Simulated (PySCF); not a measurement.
Species: C2H9PSi2.
Geometry (GFN2-xTB, Å), atoms numbered from 1 in this order:
```xyz
14
C2H9PSi2 angstrom
C      0.2780   -1.2336    0.3114
C     -1.0770   -0.7651   -0.2177
Si    -1.2975    1.1230    0.0187
P      0.7398    1.9405   -0.4492
Si     1.6829   -0.0912   -0.3171
H      0.4583   -2.2693    0.0196
H      0.2628   -1.2167    1.4038
H     -1.1383   -0.9893   -1.2851
H     -1.8849   -1.3193    0.2624
H     -2.2731    1.6661   -0.9276
H     -1.7137    1.4269    1.3922
H      1.0365    2.3176    0.8444
H      2.0968   -0.4711   -1.6718
H      2.8288   -0.1191    0.5938
```

A PySCF run (density fitting, gas phase, GFN2-xTB geometry) gave HOMO -6.86 eV, LUMO -0.57 eV, dipole 1.65 D.

**Question.** Which of these levels was it?
A. PBE0/pcSseg-1
B. B3LYP/def2-SVPD
C. PBE0/6-311+G(2d,p)

**Answer.** B. It is B3LYP/def2-SVPD. All candidates on this geometry:

```csv
level and settings,kind,basis functions,SCF cycles,E (Eh),HOMO (eV),LUMO (eV),dipole (D)
B3LYP/def2-SVPD,global hybrid,184,12,-1001.7060,-6.86,-0.57,1.65
"PBE0/6-311+G(2d,p)",global hybrid,213,12,-1001.5646,-7.11,-0.57,1.76
PBE0/pcSseg-1,global hybrid,151,12,-1001.4656,-7.12,-0.29,1.99
```

The nearest other candidate, by the summed differences of HOMO and LUMO, is PBE0/6-311+G(2d,p): its HOMO differs by -0.25 eV and its LUMO by 0.00 eV. Cycle counts include a coarse-grid stage where the run had one. All basis functions are spherical, in the Pople sets too.
